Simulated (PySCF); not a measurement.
An equivalent PySCF input for Cl²⁺ (chlorine, charge +2), [Ne] 3s2 3p3, high-spin 4S determinant, with no relativity, point nucleus:

```python
from pyscf import gto, scf, dft, mp, cc
import basis_set_exchange as bse
mol = gto.M(atom="Cl 0 0 0", charge=2, spin=3, symmetry="D2h",
            basis=gto.basis.parse(bse.get_basis("cc-pV(T+d)Z", elements=["Cl"], fmt="nwchem", header=False)))
mf = dft.UKS(mol, xc="PBE0")
mf.irrep_nelec = {'Ag': (3, 3), 'B1u': (2, 1), 'B2u': (2, 1), 'B3u': (2, 1)}
mf.kernel()
```

It reaches the same state as the run whose output follows, with an energy that differs only through the grid. The run itself started from symmetry-adapted Hartree-Fock orbitals and held the occupation by maximum overlap, on a logarithmic radial grid, so the iterations belong to that start.

```
SCF conv_tol = 1e-09
number electrons alpha = 9  beta = 6
XC functionals = PBE0
    C. Adamo and V. Barone.,  J. Chem. Phys. 110, 6158 (1999)
    M. Ernzerhof and G. E. Scuseria.,  J. Chem. Phys. 110, 5029 (1999)
cycle= 1 E= -458.652909073308  delta_E= -0.0026  |g|= 0.0113  |ddm|= 0.157
cycle= 2 E= -458.652923225313  delta_E= -1.42e-05  |g|= 0.00165  |ddm|= 0.0162
cycle= 3 E= -458.652923491148  delta_E= -2.66e-07  |g|= 0.000128  |ddm|= 0.00116
cycle= 4 E= -458.652923495211  delta_E= -4.06e-09  |g|= 1.11e-05  |ddm|= 0.000229
cycle= 5 E= -458.652923495261  delta_E= -4.95e-11  |g|= 5.35e-07  |ddm|= 2.47e-05
converged SCF energy = -458.652923495261  <S^2> = 3.7503472  2S+1 = 4.0001736
```
